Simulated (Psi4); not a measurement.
Two rigid molecules brought together: HLiO ··· H3N (SMILES [Li][OH] and N), singlet. Monomers: optimised at B3LYP-D3(BJ) (def2-TZVP), held rigid. Orientation: a higher rigid-body minimum at GFN2-xTB (searched outside a hard wall at short contacts). The monomers approach along the line of their centres of mass (distance R); nothing else relaxes. The shortest distances reach bonding range, where SAPT0 and rigid monomers are unreliable.

Geometry at R = 3.26 Å (first 3 atoms: monomer A):
```
7

Li    -0.8318    -0.7893    -0.7412
O      0.1215     0.1194     0.1178
H      0.7103     0.6699     0.6234
N     -2.0641    -2.6195    -0.6481
H     -2.3925    -2.4702     0.2992
H     -2.8814    -2.6939    -1.2428
H     -1.5944    -3.5175    -0.6667
```

Computed with: PBE/def2-TZVP, counterpoise-corrected (Psi4); PBE-D3(BJ)/def2-TZVP, counterpoise-corrected (Psi4); B3LYP/def2-TZVP, counterpoise-corrected (Psi4); wB97M-V/def2-TZVP, counterpoise-corrected (Psi4).

Interaction energies in kcal/mol; the last columns give the difference from wB97M-V:

| R / Å | PBE/def2-TZVP | PBE-D3(BJ)/def2-TZVP | B3LYP/def2-TZVP | wB97M-V/def2-TZVP | PBE/def2-TZVP − wB97M-V/def2-TZVP | PBE-D3(BJ)/def2-TZVP − wB97M-V/def2-TZVP | B3LYP/def2-TZVP − wB97M-V/def2-TZVP |
|---|---|---|---|---|---|---|---|
| 2.85 | -13.97 | -14.80 | -14.06 | -14.50 | 0.53 | -0.29 | 0.44 |
| 3.10 | -17.81 | -18.57 | -17.73 | -18.20 | 0.39 | -0.37 | 0.47 |
| 3.26 | -17.41 | -18.12 | -17.23 | -17.70 | 0.29 | -0.42 | 0.47 |
| 3.42 | -16.12 | -16.79 | -15.87 | -16.33 | 0.21 | -0.46 | 0.46 |
| 3.68 | -13.44 | -14.03 | -13.12 | -13.54 | 0.11 | -0.49 | 0.42 |
| 3.95 | -10.72 | -11.23 | -10.40 | -10.76 | 0.04 | -0.47 | 0.37 |
| 4.25 | -8.20 | -8.62 | -7.91 | -8.21 | 0.01 | -0.41 | 0.30 |
| 4.80 | -5.03 | -5.29 | -4.84 | -5.05 | 0.02 | -0.24 | 0.20 |
| 5.44 | -2.98 | -3.12 | -2.90 | -3.03 | 0.05 | -0.09 | 0.12 |
| 6.45 | -1.48 | -1.52 | -1.48 | -1.53 | 0.05 | 0.01 | 0.05 |
| 7.73 | -0.73 | -0.74 | -0.75 | -0.76 | 0.04 | 0.02 | 0.02 |

PBE/def2-TZVP is furthest from wB97M-V/def2-TZVP at 2.85 (0.53 kcal/mol, above); its mean absolute difference over the points is 0.16 kcal/mol.

PBE-D3(BJ)/def2-TZVP is furthest from wB97M-V/def2-TZVP at 3.68 (-0.49 kcal/mol, below); its mean absolute difference over the points is 0.30 kcal/mol.

B3LYP/def2-TZVP is furthest from wB97M-V/def2-TZVP at 3.10 (0.47 kcal/mol, above); its mean absolute difference over the points is 0.30 kcal/mol.
